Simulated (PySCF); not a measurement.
These 3 structures share the formula C9H6ClN. Method: PySCF 2.14.0, PBE0-D3(BJ)/def2-SVP geometry optimisation, gas phase. One conformer each; no zero-point energy, no entropy. No frequencies were run at this level. Point groups hold within 0.08 Å.

Problem. Rank from lowest to highest electronic energy at this level (kcal/mol).
A. `[N:1]#[C:2][c:3]1[cH:4][cH:5][c:6](/[CH:7]=[CH:8]/[Cl:9])[cH:10][cH:11]1` with C5–C6–C7–C8 179°
B. 2-chloroquinoline, `c1c2ccc(nc2ccc1)Cl`
C. `C(C1=CC(=CC(=C)C=C1)Cl)#N`

Solution. B (0.0), A (35.3), C (66.6).

As drawn, the lowest has an aromatic ring, which the highest lacks; the highest has a C≡N group and a C=C bond outside aromatic rings, which the lowest lacks.

| SMILES | E (Eh) | E rel (kcal/mol) | dipole (D) | point group | A, B, C (MHz) |
| --- | --- | --- | --- | --- | --- |
| Clc1ccc2ccccc2n1 | -860.50232 | 0.0 | 3.24 | Cs | 2729, 607.4, 496.8 |
| N#Cc1ccc(/C=C/Cl)cc1 | -860.44614 | 35.3 | 3.53 | Cs | 4945, 333.5, 312.4 |
| C=C1C=CC(C#N)=CC(Cl)=C1 | -860.39617 | 66.6 | 3.97 | near Cs | 1098, 809.2, 466.2 |
